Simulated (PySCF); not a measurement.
This script is equivalent to a calculation on P(3+) (phosphorus, charge +3).

```python
from pyscf import gto, scf, dft, mp, cc
import basis_set_exchange as bse
mol = gto.M(atom="P 0 0 0", charge=3, spin=0, symmetry="D2h",
            basis=gto.basis.parse(bse.get_basis("aug-cc-pwCVQZ", elements=["P"], fmt="nwchem")))
mf = scf.UHF(mol)
mf.irrep_nelec = {'Ag': (3, 3), 'B1u': (1, 1), 'B2u': (1, 1), 'B3u': (1, 1)}
mf.kernel()
```

Task: What total energy does it give?

Result: -338.56298 hartree (calculated).

Task: Which occupied shell lies highest, and where?

Result: 3s, at -49.883 eV.
